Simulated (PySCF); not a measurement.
**Computed vibrations of Ho2O2F2**

Ho2O2F2 (singlet in the valence; each metal's 4f electrons, 10 of them, lie in its core potential, out of spins and levels). PySCF 2.14.0, RKS B3LYP, Ho lcecp-1-SVP with ECP56, O def2-SVP, F def2-SVP; non-relativistic Hamiltonian with scalar-relativistic core potentials where named; density fitting; no spin-orbit coupling. Central differences of gradients.

```xyz
6

Ho    0.0000    0.0000    1.5795
Ho    0.0000    0.0000   -1.5795
O     1.3581    0.0000    0.0000
O    -1.3581    0.0000    0.0000
F     0.0000    0.0000    3.6494
F     0.0000    0.0000   -3.6494
```

Run from Python with OMP_NUM_THREADS=2. Where DIIS fails, smearing, a level shift and second-order steps follow.
It took 91 s on 2 threads of Arm Neoverse V2, on a shared host.

(1) What are the harmonic wavenumbers and infrared intensities?

(2) Is this a minimum?

An lcecp potential fixes the number of 4f electrons, so in runs with it no electron can move into or out of that shell.

Answers

(1) Modes are labelled in D2h; negative numbers are unstable modes, those under 60 cm⁻¹ near the noise; a finer grid moves soft modes by up to 10 cm⁻¹.
| cm⁻¹ | km/mol | symmetry |
| --- | --- | --- |
| -62 | – | b2g |
| -39 | – | b3u |
| 89 | 22.6 | b2u |
| 98 | 0.0 | b3g |
| 194 | 0.0 | ag |
| 218 | 107.3 | b3u |
| 416 | 0.0 | b3g |
| 517 | 417.8 | b1u |
| 530 | 0.0 | ag |
| 541 | 215.4 | b2u |
| 596 | 0.0 | ag |
| 611 | 353.3 | b1u |

(2) Probably not: 2 unstable, though so soft as to be near the noise; the lowest moves the atoms so:
```
Ho   0.00  0.18  0.00
Ho   0.00 -0.18  0.00
O    0.00  0.00  0.00
O    0.00  0.00  0.00
F    0.00 -0.68  0.00
F    0.00  0.68  0.00
```
